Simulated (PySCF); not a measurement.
A side-by-side comparison of computed properties.

First species: C₆H₁₄O₂Si.
Structure used (GFN2-xTB), in Å, numbered top down from 1:
```
atom  x, y, z in Å
C1    -2.190   -0.316    1.129
C2    -1.617   -0.327   -0.286
C3    -1.714    1.071   -0.896
Si4    0.167   -1.002   -0.315
O5     0.765   -1.138   -1.837
O6     0.089   -2.524    0.250
C7     1.317    0.073    0.734
C8     2.780    0.186    0.398
C9     1.883    1.361    0.200
H10   -3.235   -0.010    1.120
H11   -1.638    0.378    1.759
H12   -2.121   -1.307    1.570
H13   -2.240   -0.997   -0.887
H14   -2.742    1.428   -0.875
H15   -1.379    1.069   -1.932
H16   -1.100    1.774   -0.336
H17    0.858   -0.361   -2.379
H18    0.765   -3.150    0.002
H19    1.098    0.085    1.795
H20    3.493    0.213    1.208
H21    3.141   -0.333   -0.477
H22    1.975    2.199    0.876
H23    1.639    1.654   -0.811
```

Second species: C6H14O2Si.
Bonds: C1–C2, C2–C3, C2–C4, C2–C5, C5–C6, C6–O7 (double), C6–O8, O8–Si9. Hydrogens: H10, H11, H12 on C1; H13, H14, H15 on C3; H16, H17, H18 on C4; H19, H20 on C5; H21, H22, H23 on Si9.

Levels: PBE0/pcSseg-1 for dipole moment, HOMO energy, LUMO energy and HOMO–LUMO gap; GFN2-xTB for rotational constant A and rotational constant C. Geometries: GFN2-xTB. Each structure is a single optimised conformer of the isolated species, non-relativistic unless stated. Electronic properties by PySCF.

The conformers computed, where there is a choice (atom-mapped SMILES and torsion angles):
- `[CH3:1][CH:2]([CH3:3])[Si:4]([OH:5])([OH:6])[CH:7]1[CH2:8][CH2:9]1`: C1–C2–Si4–O5 175°, C2–Si4–C7–C8 -151°, H–O5–Si4–C2 62°, H–O6–Si4–C2 156°
- `[CH3:1][C:2]([CH3:3])([CH3:4])[CH2:5][C:6](=[O:7])[O:8][SiH3:9]`: C1–C2–C5–C6 51°, C2–C5–C6–O7 77°, C5–C6–O8–Si9 175°

Values for the first species:

- Dipole moment: 1.59 D
- HOMO energy: -7.34 eV
- LUMO energy: 0.66 eV
- HOMO–LUMO gap: 8.00 eV
- Rotational constant A: 1.657 GHz
- Rotational constant C: 0.924 GHz

(1) Estimate the same properties for the second species, and the change in each.

Results:

(1) 
```csv
property,first,second,second less first
dipole moment,1.59 D,1.71 D,+0.12 D
HOMO energy,-7.34 eV,-7.98 eV,-0.64 eV
LUMO energy,0.66 eV,-0.01 eV,-0.67 eV
HOMO–LUMO gap,8.00 eV,7.97 eV,-0.03 eV
rotational constant A,1.657 GHz,2.821 GHz,+1.164 GHz
rotational constant C,0.924 GHz,0.694 GHz,-0.230 GHz
```

On the first: In atomic units the dipole is 0.63 e·bohr (1 au = 2.5417 D).

On the second: A dipole of 1.71 D is allowed in C1, and pure rotational transitions are dipole-allowed. The dipole matches unit charges of opposite sign 0.36 Å apart (1 e·Å = 4.8032 D).
